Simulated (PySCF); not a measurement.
C₈H₈N (charge +1).
SMILES with atom numbers: `[CH:1]#[C:2][c:3]1[cH:4][cH:5][n+:6]([CH3:7])[cH:8][cH:9]1` (hydrogens: H10 on C1; H11 on C4; H12 on C5; H13, H14, H15 on C7; H16 on C8; H17 on C9)

Method: BHandHLYP/def2-SV(P) geometry optimisation, gas phase in PySCF 2.14.0.

Q: List the bond lengths and angles at this level.

A: 
```tsv
bond	length (Å)	order
C1≡C2	1.201	triple
C2–C3	1.419	single
C3–C4, C3–C9	1.402	aromatic
C4–C5, C8–C9	1.372	aromatic
C5–N6, N6–C8	1.344	aromatic
N6–C7	1.470	single
C1–H10	1.071	single
C4–H11, C9–H17	1.083	single
C5–H12, C8–H16	1.084	single
C7–H13, C7–H14, C7–H15	1.091	single
```

Bonds in one row agree within 0.01 Å and their mean is given. Orders are formal, as drawn. A selection of angles:
```tsv
angle	degrees
C1–C2–C3	179.7
C2–C3–C4	121.1
C4–C3–C9	117.8
C3–C4–C5	119.7
C4–C5–N6	121.3
C5–N6–C7	120.7
C5–N6–C8	120.2
C7–N6–C8	119.1
```

The 9 heavy atoms lie in one plane (0.002 Å rms). The 3 C–N bonds span 1.342 Å (C5–N6, aromatic) to 1.470 Å (N6–C7, drawn single), a spread of 0.128 Å. C3 (substituted aromatic carbon) is planar (angles 121.1°, 121.1° and 117.8°, sum 360.0°, 0.00 Å off the plane of its three neighbours). The 6 C–C bonds span 1.201 Å (C1≡C2, drawn triple) to 1.419 Å (C2–C3, drawn single), a spread of 0.218 Å. N6 (pyridinium-type nitrogen) is planar (angles 120.7°, 120.2° and 119.1°, sum 360.0°, 0.00 Å off the plane of its three neighbours). C4 (aromatic CH carbon) is planar (angles 120.8°, 119.7° and 119.5°, sum 360.0°, 0.00 Å off the plane of its three neighbours). C5 (aromatic CH next to a ring nitrogen) is planar (angles 121.9°, 121.3° and 116.8°, sum 360.0°, 0.00 Å off the plane of its three neighbours).

Point group: near Cs, missed by 0.13 Å at most; the miss may be what the optimiser left on a soft mode. No frequency check. Geometry: BHandHLYP/def2-SV(P); no solvent, vibrations or thermal averaging.

On an Arm Neoverse N1 with one thread, on a shared host, this took 66 s of wall time and 0.62 GiB of memory at its peak. These figures are those of the optimisation.
